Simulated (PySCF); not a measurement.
trigermane (H8Ge3), singlet, at a GFN2-xTB geometry. Base run: BLYP/STO-3G run with PySCF.

Here is a job for PySCF.
```python
from pyscf import gto, scf, dft

mol = gto.Mole()
mol.atom = '''
    Ge    1.900016    0.787608    0.012672
    Ge    0.159059   -0.829749   -0.117822
    Ge   -2.054347    0.016851    0.101477
    H     3.278975    0.214864   -0.120157
    H     1.803785    1.845198   -1.046877
    H     1.905234    1.541601    1.309649
    H     0.394271   -1.908798    0.915399
    H     0.281264   -1.601503   -1.412673
    H    -2.461276    0.905491   -1.036401
    H    -2.241652    0.855430    1.331329
    H    -3.111898   -1.042992    0.177276
'''
mol.basis = 'sto-3g'
mol.charge = 0
mol.spin = 0
mol.verbose = 4
mol.build()

mf = dft.RKS(mol)
mf.xc = 'blyp'
mf.kernel()
```

Each row names what was changed in the base input (with any setting that the change needs).

| change | ΔE vs base (mEh) | fitting functions | dipole (D) |
|---|---|---|---|
| base | 0.000 | - | 0.12 |
| auxbasis = def2-universal-jkfit | -5.921 | 942 | 0.12 |
| auxbasis = autoaux | -5.891 | 812 | 0.12 |
| auxbasis = default (with mf = mf.density_fit()) | -5.921 | 942 | 0.12 |
| auxbasis = cc-pvtz-ri | ? | ? | ? |
| auxbasis = even-tempered beta=1.6 | ? | ? | 0.12 |
| auxbasis = cc-pvqz-jkfit | -6.968 | 1062 | 0.12 |
| auxbasis = def2-tzvp-ri | -28791.0 | 597 | 0.12 |
| auxbasis = cc-pvtz-jkfit | -7.075 | 861 | 0.12 |
| auxbasis = cc-pvdz-jkfit | ? | ? | 0.12 |

Some entries are withheld; supply them.


- auxbasis = cc-pvtz-ri, ΔE vs base (mEh): -27940.1
- auxbasis = cc-pvtz-ri, fitting functions: 738
- auxbasis = cc-pvtz-ri, dipole (D): 0.13
- auxbasis = even-tempered beta=1.6, ΔE vs base (mEh): -1.903
- auxbasis = even-tempered beta=1.6, fitting functions: 851
- auxbasis = cc-pvdz-jkfit, ΔE vs base (mEh): -8.223
- auxbasis = cc-pvdz-jkfit, fitting functions: 697

A fitting set is made for a task (jfit for Coulomb, jkfit for Coulomb and exchange, ri for correlation) and for a family of orbital bases.
